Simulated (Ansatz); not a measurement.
Start from `[F][Ta]([F])([F])([F])[Cl]` and change one atom or group to get `[F][Ta]([F])([F])([F])[F]`.

Ansatz, PBE0-D4/def2-TZVP geometries, multiplicity 1. 

Elements past krypton have def2 core potentials.

```csv
property,`[F][Ta]([F])([F])([F])[Cl]`
"ideal-gas entropy at 298 K and 1 bar (rigid rotor, harmonic PBE0-D4/def2-TZVP) / J/(mol·K)",369
HOMO–LUMO gap (ωB97M-V/def2-TZVPP) / eV,11.52
LUMO energy (B3LYP/def2-TZVPP) / eV,-3.15
HOMO–LUMO gap (PBE/def2-TZVPP) / eV,4.83
HOMO energy (ωB97M-V/def2-TZVPP) / eV,-12.20
LUMO energy (PBE/def2-TZVPP) / eV,-3.64
```

(1) What does the change do to each property? (Best estimate.)

## Answers

(1) The calculation gave: 
```json
{"property": "ideal-gas entropy at 298 K and 1 bar (rigid rotor, harmonic PBE0-D4/def2-TZVP) / J/(mol·K)", "`[F][Ta]([F])([F])([F])[F]`": "352", "shift": "-17"}
{"property": "HOMO–LUMO gap (ωB97M-V/def2-TZVPP) / eV", "`[F][Ta]([F])([F])([F])[F]`": "14.69", "shift": "3.17"}
{"property": "LUMO energy (B3LYP/def2-TZVPP) / eV", "`[F][Ta]([F])([F])([F])[F]`": "-2.68", "shift": "0.47"}
{"property": "HOMO–LUMO gap (PBE/def2-TZVPP) / eV", "`[F][Ta]([F])([F])([F])[F]`": "6.97", "shift": "2.14"}
{"property": "HOMO energy (ωB97M-V/def2-TZVPP) / eV", "`[F][Ta]([F])([F])([F])[F]`": "-14.76", "shift": "-2.56"}
{"property": "LUMO energy (PBE/def2-TZVPP) / eV", "`[F][Ta]([F])([F])([F])[F]`": "-3.17", "shift": "0.47"}
```

With PBE0 the HOMO falls by 2.29 eV and the LUMO rises by 0.52 eV, so the gap widens by about 2.81 eV. PBE moves the HOMO by -1.68 eV and ωB97M-V by -2.56 eV.

B3LYP here is the variant with VWN-RPA as its local correlation; programs differ in this.
